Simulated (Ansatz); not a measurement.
```yaml
crystal:
  periodic: [false, false, false]
  atoms:
    - {symbol: C, position_ang: [-0.575051, -1.538081, 0.177748]}
    - {symbol: C, position_ang: [0.203847, -0.233364, 0.239581]}
    - {symbol: C, position_ang: [1.530398, -0.337926, -0.496806]}
    - {symbol: N, position_ang: [-0.590012, 0.867021, -0.279308]}
    - {symbol: B, position_ang: [-1.001592, 1.996895, 0.417968]}
    - {symbol: F, position_ang: [-1.730645, 2.941722, -0.175386]}
    - {symbol: F, position_ang: [-0.688256, 2.183630, 1.699362]}
    - {symbol: H, position_ang: [-0.813614, -1.795582, -0.859169]}
    - {symbol: H, position_ang: [-1.512002, -1.458276, 0.731746]}
    - {symbol: H, position_ang: [0.007587, -2.360589, 0.598658]}
    - {symbol: H, position_ang: [0.405264, 0.002624, 1.288005]}
    - {symbol: H, position_ang: [2.090933, 0.595577, -0.422413]}
    - {symbol: H, position_ang: [2.142643, -1.143589, -0.085402]}
    - {symbol: H, position_ang: [1.366278, -0.552701, -1.557608]}
    - {symbol: H, position_ang: [-0.857579, 0.781738, -1.247677]}
basis:
  gaussian: {orbitals: def2-TZVP, point_charges: [{charge: 2.00, position_ang: [6.695, -0.452, -0.441]}]}
total_charge: -2
hamiltonian: {xc: {name: r2SCAN0}}
```

```sh
$ ansatz run in.yaml --threads 4 --pin off --events-out ev --progress --plain --max-ram 11315MiB
```

It prints (some lines left out):

```
Functional definition: r2SCAN0
1528 factors; their error is unknown
mean field evaluation 1: about -10836.1922 eV, gradient 5.6e1 eV
mean field evaluation 2: about -10819.7933 eV, gradient 8.7e1 eV
mean field evaluation 4: about -10845.5886 eV, gradient 6.1e0 eV
mean field evaluation 8: about -10845.6794 eV, gradient 2.9e-1 eV
mean field evaluation 16: about -10845.6863 eV, gradient 2.2e-3 eV
mean field -10845.68631463 eV, -398.5716205924 hartree, gradient 7.1e-5 eV, S^2 0.000000; 0 other end points of the search recorded, 0 dependent functions left out
reference -10845.68632594 eV, -398.5716210079 hartree; 29, 29 occupied and 236, 236 virtual orbitals, 1528 factors
Total energy: -10845.68632594 eV, -398.5716210079 hartree
```

Task: What is wrong with this run?

Result: The charge is far from anything that the molecule holds. The run converged. The result belongs to that input, not to the molecule as meant.
